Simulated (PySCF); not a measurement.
A structure optimised at PBE-D3(BJ)/def2-SVP, used in a PySCF frequency run:

```
Si
F 1 1.6406
S 1 2.1362 2 109.45
H 3 1.3652 1 93.51 2 -50.92
S 1 2.1362 2 109.45 4 143.97
H 5 1.3652 1 93.51 2 -50.92
S 1 2.1362 2 109.45 4 -96.03
H 7 1.3652 1 93.51 2 -50.92
```

### Question
Write its SMILES, formula and point group.

### Answer
F[Si](S)(S)S, FH3S3Si, C3

### Question
What are its rotational constants (standard atomic weights)?

### Answer
1.7085, 1.7085, 1.2305 GHz
